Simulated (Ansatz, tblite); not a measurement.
Isomers of Si5F3 (doublet), found by a short tight-binding search and relaxed with B3LYP-D4/def2-SVP in Ansatz.

The xTB rows come from tblite. Correlated methods freeze 28 core orbitals. In CCSD on the charge 0 doublet the largest single amplitude is 0.16, so its Hartree–Fock determinant may place the open shell otherwise than the density functionals do.

Run but left out: MP2/def2-SVP (B: ⟨S²⟩ 1.02, where a pure state has 0.75); HF/def2-SVP, MP2/def2-SVP (C: ⟨S²⟩ 1.11, where a pure state has 0.75).

B: At CCSD(T)/def2-SVP the charge 0 doublet is spin-contaminated (final ⟨S²⟩ up to 1.02, 0.75 for a pure state). C: At CCSD(T)/def2-SVP the charge 0 doublet is spin-contaminated (final ⟨S²⟩ up to 1.11, 0.75 for a pure state).

Other spin states were run for one of them alone.

A:

```xyz
8

Si   -0.268   -0.278    0.348
Si    0.923   -0.937   -1.559
Si   -2.121    0.909    0.943
Si   -1.897   -1.033    1.919
Si    2.038    0.003    0.047
F    -2.900    2.311    0.665
F     0.821   -1.585   -3.047
F     3.405    0.610    0.683
```

B:

```
atom    x (Å)    y (Å)    z (Å)
 Si1  -0.1191   0.5033  -1.5705
 Si2  -2.1501   0.0870  -0.3607
 Si3   1.2478   0.0285   0.2839
 Si4  -0.5499  -1.4697   0.5214
 Si5  -0.6104   1.3070   1.1070
  F6  -0.7844  -2.2918   1.9108
  F7   2.8476  -0.0061   0.5804
  F8   0.1184   1.8419  -2.4723
```

C:

Cartesian coordinates in Å:
```
Si 0.841 -0.925 -1.673
Si -2.585 -0.368 0.965
Si -0.153 -0.436 1.699
Si -0.811 0.285 -0.529
Si 1.606 -0.077 0.303
F -3.115 1.022 1.660
F 1.337 -0.356 -3.126
F 2.881 0.854 0.702
```

Estimate their order by electronic energy at r2SCAN0-D4/def2-TZVP, counted from the lowest.

B (0.0) < C (93.7) < A (161.7), in kJ/mol.

Do the other levels pick the same lowest one?

Not GFN2-xTB. Energies above each level's lowest (kJ/mol):

```json
{"level": "GFN1-xTB", "A": "15.6", "B": "0.0", "C": "26.2"}
{"level": "GFN2-xTB", "A": "23.1", "B": "13.2", "C": "0.0"}
{"level": "PBE-D4/def2-TZVP", "A": "156.2", "B": "0.0", "C": "83.1"}
{"level": "r2SCAN-D4/def2-TZVP", "A": "152.4", "B": "0.0", "C": "84.7"}
{"level": "B97M-V/def2-TZVP", "A": "157.3", "B": "0.0", "C": "89.5"}
{"level": "PBE0-D4/def2-TZVP", "A": "165.1", "B": "0.0", "C": "94.6"}
{"level": "r2SCAN0-D4/def2-TZVP", "A": "161.7", "B": "0.0", "C": "93.7"}
{"level": "CCSD/def2-SVP", "A": "138.5", "B": "0.0", "C": "81.5"}
{"level": "CCSD(T)/def2-SVP", "A": "135.9", "B": "0.0", "C": "79.5"}
```
Point groups (tolerance 0.1 Å): A Cs, B Cs, C not assigned. Lower isomers may exist.
